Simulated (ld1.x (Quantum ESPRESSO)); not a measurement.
## niobium (Nb): one change to a TM semilocal potential, before and after

| Item | Value |
| --- | --- |
| Element | niobium (Nb) |
| Generator | ld1.x (Quantum ESPRESSO) 7.5 |
| Type | norm-conserving Troullier–Martins (semilocal form) |
| Functional | BLYP |
| Relativity | scalar-relativistic |
| Frozen core | [Kr] |
| Valence charge | 5 |
| Reference configuration | 4d4 5s1 5p0 |
| Partial waves | 5s (bound): rc 3.10 bohr; 5p (bound, empty): rc 3.15 bohr; 4d (bound): rc 1.55 bohr |
| Local potential | the d channel |
| Core correction | a·sin(br)/r model core inside 0.85 bohr |

Change: wave 4d (bound): rc 1.55 bohr becomes 4d (bound): rc 1.30 bohr.

Cutoffs: the cutoffs (Ry, on a coarse ladder) from which the occupation-weighted sum of valence levels, in a spherical-Bessel basis at the reference potential, stays within 10 and 1 mRy of its value at 400 Ry; they do not see the model core or the augmentation charge, which bear on the density cutoff. Errors are all-electron minus pseudo energies relative to the spin-unpolarised reference configuration.

**Question.** Predict the effect on cutoff, ghosts and configuration errors.

**Answer.** The potential gets harder (40 Ry and 50 Ry → 50 Ry and 80 Ry); the errors of the 7 common tests hardly move; neither file shows a bound ghost. A smaller radius makes the pseudo-wave follow the all-electron one further in, where it bends more sharply, so more plane waves are needed. A semilocal file is local in each channel, so a ghost entry of none says nothing of the separable form that plane-wave codes build from it.

```tsv
quantity	base	changed
cutoff, loose	40 Ry	50 Ry
cutoff, tight	50 Ry	80 Ry
loose cutoff by channel (10 mRy a level)	s 6 Ry, d 30 Ry	s 6 Ry, d 35 Ry
bound ghosts	none	none
error for 4d4 5s0 5p0, meV [ΔE 6.67 eV]	-13	-13
error for 4d3 5s0 5p0, meV [ΔE 20.66 eV]	-54	-53
error for 4d2 5s0 5p0, meV [ΔE 45.31 eV]	-414	-412
error for 4d4 5s0 5p1, meV [ΔE 2.98 eV]	-2.7	-2.7
error for 4d1 5s0 5p0, meV [ΔE 82.12 eV]	-1411	-1412
error for 4d5 5s0 5p0, meV [ΔE 1.34 eV]	-37	-37
error for 4d4 5s0.5 5p0, meV [ΔE 2.63 eV]	-3.3	-3.3
s: phases at 3.38 bohr within 0.05 rad from the reference energy up to (Ry; the scan ends near 5)	1.6	1.6
p: phases at 3.38 bohr within 0.05 rad from the reference energy up to (Ry; the scan ends near 5)	1.3	1.3
d: phases at 3.38 bohr within 0.05 rad from the reference energy up to (Ry; the scan ends near 5)	to the end of the scan	to the end of the scan
```
